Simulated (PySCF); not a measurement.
**A small calculation by hand: dipole moment from atomic charges**

CH3Cl2InO, SMILES [Cl][In]([Cl])[O]C. Atoms are numbered in the order given.

```xyz
8

In    -0.0206    -0.0925     0.0901
Cl    -0.1924    -1.0629     2.1946
Cl     0.6052     2.1493    -0.1625
O     -0.4502    -1.1348    -1.5418
C     -0.2802    -0.5863    -2.8343
H      0.5992    -1.0336    -3.3337
H     -1.1722    -0.8215    -3.4420
H     -0.1491     0.5123    -2.8429
```

The structure is a stationary point at r2SCAN-D4/def2-SVP. The structure was generated by enumeration; whether it is a known compound was not checked. The def2 effective core potentials stand for the cores of In; spin–orbit coupling is left out. One conformer was computed; it need not be the lowest.

Charges (e) from PySCF with HF/def2-TZVP:

| atom | ESP fit | Mulliken |
|---|---|---|
| In1 | 1.093 | 1.325 |
| Cl2 | -0.348 | -0.434 |
| Cl3 | -0.360 | -0.445 |
| O4 | -0.590 | -0.657 |
| C5 | 0.149 | -0.089 |
| H6 | 0.026 | 0.098 |
| H7 | 0.036 | 0.104 |
| H8 | -0.006 | 0.099 |

The dipole moment of the full density is 1.37 D.

Question: What dipole moment does each set of point charges give, and which comes closer to that of the density?

Answer: 
μ = Σ q r, and 1 e Å = 4.8032 D.
ESP fit: Σ q r = (0.025, 0.018, -0.313) e Å, |μ| = 1.51 D.
Mulliken: Σ q r = (0.030, 0.044, -0.462) e Å, |μ| = 2.23 D.
ESP fit comes closer in size. Point charges leave out the atoms' own dipoles (lone pairs, polarised bonds); fits to the potential absorb them, partitions of the density don't.
